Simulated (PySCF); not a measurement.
C₂H₉BN₂O, SMILES NB(O)NCC. Geometry optimised at PBE-D3(BJ)/def2-SVP. This is a generated structure with no PubChem entry under its InChIKey; it may be hypothetical. Other conformers were not sampled.

Computed equilibrium geometry at PBE-D3(BJ)/def2-SVP (PySCF confirms it by a frequency run) as bond lengths and angles (one conformer of several):
Atoms: C1 C2 N3 B4 N5 O6 H7 H8 H9 H10 H11 H12 H13 H14 H15. Bond lengths (Å): C1–C2 1.535, C1–H7 1.109, C1–H8 1.110, C1–H9 1.110, C2–N3 1.450, C2–H10 1.112, C2–H11 1.113, N3–B4 1.440, N3–H12 1.021, B4–N5 1.426, B4–O6 1.394, N5–H13 1.017, N5–H14 1.016, O6–H15 0.971. Angles (°): C2–C1–H7 110.6, C2–C1–H8 110.9, C2–C1–H9 111.7, H7–C1–H8 107.3, H7–C1–H9 108.3, H8–C1–H9 107.8, C1–C2–N3 114.4, C1–C2–H10 109.6, C1–C2–H11 109.4, N3–C2–H10 108.1, N3–C2–H11 109.8, H10–C2–H11 105.1, C2–N3–B4 125.0, C2–N3–H12 113.9, B4–N3–H12 118.6, N3–B4–N5 121.7, N3–B4–O6 121.6, N5–B4–O6 116.7, B4–N5–H13 120.9, B4–N5–H14 124.6, H13–N5–H14 114.4, B4–O6–H15 111.8.
Charge 0, spin multiplicity 1.
